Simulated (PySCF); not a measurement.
C₃H₅BO₂, SMILES OB1C=COC1.

The structure is a stationary point at B3LYP-D3(BJ)/def2-SVP. The structure was generated by enumeration, and PubChem lists no compound with its InChIKey, so it may never have been made. The values are those of a single conformer.

Two levels are set side by side: PBE/def2-TZVP (PySCF) and M06-2X/def2-TZVP (PySCF). Same geometry, gas phase. Differences are taken from unrounded values.

```csv
quantity,M06-2X
orbital gap (eV),8.50
highest occupied level (eV),-8.07
lowest empty level (eV),0.43
dipole moment (D),1.43
mean polarisability (bohr³),52.8
```

### Question
What does PBE give, and how far is it from M06-2X? (Estimate from the structure and the level; the computed values follow.)

### Answer

| quantity | PBE | PBE minus M06-2X |
|---|---|---|
| orbital gap (eV) | 4.25 | -4.25 |
| highest occupied level (eV) | -5.65 | 2.43 |
| lowest empty level (eV) | -1.39 | -1.82 |
| dipole moment (D) | 1.50 | 0.07 |
| mean polarisability (bohr³) | 55.5 | 2.7 |

PBE's occupied levels lie high since its potential decays too fast outside the molecule; exact exchange lowers them and widens the gap. PBE's more diffuse valence density responds more strongly to a field. Differences between two approximate levels are no errors against the true value.

Rough cost on one machine, each run with all the roots and properties that it gave: M06-2X against PBE about 4 times.
